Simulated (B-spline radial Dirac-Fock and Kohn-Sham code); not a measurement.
Tb³⁺: eigenvalues, ΔSCF and the reference

System: the Tb³⁺ ion, configuration [Xe] 4f7 6p1 (not the ground configuration).

The density-functional columns are spherical, spin-unpolarised Dirac-Kohn-Sham results without Breit or QED terms: −ε is minus the orbital energy of the initial state and ΔSCF the difference of two total energies. The reference in the last column comes from multi-electron Dirac-Fock with separately optimised hole states, Breit and Lamb-shift corrections added in first order. All numbers are from a radial B-spline solver, in eV; a selection of levels is shown. For the 1s level of heavy atoms much of the gap between ΔSCF and the reference is the Breit and QED part, -227.0 eV here; for other levels the error of the functional can be larger.

| level | LDA −ε | LDA ΔSCF | Dirac-Fock |
| --- | --- | --- | --- |
| 1s | 51791.3 | 52259.5 | 52045.5 |
| 2s | 8620.5 | 8706.6 | 8766.6 |
| 2p1/2 | 8198.0 | 8307.1 | 8305.1 |
| 2p3/2 | 7452.5 | 7550.2 | 7567.4 |
| 3s | 1948.4 | 1975.4 | 2022.2 |
| 3p1/2 | 1764.1 | 1792.7 | 1822.8 |
| 3p3/2 | 1610.3 | 1637.1 | 1668.0 |
| 3d3/2 | 1291.3 | 1322.6 | 1328.6 |
| 3d5/2 | 1257.8 | 1288.3 | 1295.8 |
| 4s | 422.0 | 434.9 | 458.4 |
| 4p1/2 | 349.7 | 362.4 | 378.8 |
| 4p3/2 | 314.9 | 327.3 | 344.2 |
| 4d3/2 | 195.4 | 207.4 | 211.6 |
| 4d5/2 | 189.1 | 201.0 | 205.4 |
| 4f | 46.08 | 56.61 | 53.12 |
| 5s | 84.86 | 92.58 | 95.24 |
| 5p1/2 | 63.90 | 71.11 | 69.52 |
| 5p3/2 | 58.56 | 65.48 | 64.18 |
| 6p | 20.29 | 23.15 | 22.17 |

Values without a named source are computed, but for edge energies of neutral atoms, which are taken from tables.
